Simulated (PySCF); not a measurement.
A structure optimised at PBE0-D3(BJ)/def2-TZVP, used in a PySCF frequency run:

```xyz
6

Si     0.0007    -1.5431     0.0000
As    -0.0456     0.8156     0.0000
H      0.7022    -2.0528     1.2091
H     -1.3936    -2.0562     0.0000
H      0.7022    -2.0528    -1.2091
H      1.4823     0.8500     0.0000
```
Charge 0, spin multiplicity 2.

Problem. Write its SMILES, formula and point group.

Solution. [SiH3][AsH], AsH₄Si, Cs

Problem. What are its rotational constants (standard atomic weights)?

Solution. 61.469, 3.8367, 3.7701 GHz
